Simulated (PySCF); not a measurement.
Electron correlation in Ru²⁺ (ruthenium, charge +2)

[Kr] 4d5 5s1, 5s spin antiparallel (an excited configuration). All numbers are calculated (PySCF 2.14, scalar relativity by spin-free X2C-1e, in x2c-QZVPPall (13s8p7d4f2g, 118 functions)). Frozen: [Ar] 3d10; 14 electrons correlated.

MP2 pair energies summed by pair of shells (mhartree):

| pair | energy | share (%) |
| --- | --- | --- |
| 4p-4d | -165.43 | 39.7 |
| 4p-4p | -78.37 | 18.8 |
| 4d-4d | -62.21 | 14.9 |
| 4s-4p | -34.03 | 8.2 |
| 4d-5s | -33.57 | 8.1 |
| 4s-4d | -23.72 | 5.7 |
| 4p-5s | -13.30 | 3.2 |
| 4s-4s | -5.14 | 1.2 |
| 4s-5s | -0.96 | 0.2 |

Total MP2 correlation energy: -416.73 mhartree.

Same-spin part -137.32 and opposite-spin part -279.41 mhartree; SCS-MP2 scales them by 1/3 and 6/5 to -381.06 mhartree.

This basis was not built for core-valence correlation, so the inner-shell part is incomplete.
